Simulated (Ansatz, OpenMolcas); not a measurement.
## Swapping H for F on B: the HOMO–LUMO gap

On one B centre, n of the H ligands are replaced by F. The HOMO–LUMO gap y in eV at wB97M-V/def2-TZVPP. Shapes, held fixed at every level: PBE0-D4/def2-TZVP. Programs: Ansatz 0.2.0.

```
molecule  n  y (eV)
     BH3  0   12.28
    BH2F  1       ?
    BHF2  2   14.88
     BF3  3   16.40
```

Q: Fit y = c + s·n to the known rows and predict BH2F.

A: 
1. Means of the 3 rows: n = 1.66667, y = 14.520.
2. Σ(Δn)² = 4.6667, Σ(Δn·Δy) = 6.36, so the slope is 6.36/4.6667 = 1.3628.
3. Intercept: 14.520 − (1.3628) × 1.66667 = 12.249. The largest residual of the fit is 0.095.
4. BH2F: 12.249 + (1.3628) × 1 = 13.61 eV.

The run gave 12.48 eV, so the prediction is off by +1.13 eV, more than the scatter of the fit. The steps per swap are uneven (+0.20, +2.40, +1.52), so a line is a poor model. Other levels give for BH2F: B3LYP/6-31G* (spherical functions) 7.99; PBE0-D4/def2-TZVPP 8.16 eV. Orbital gaps aren't excitation energies, and the LUMO depends on the basis.
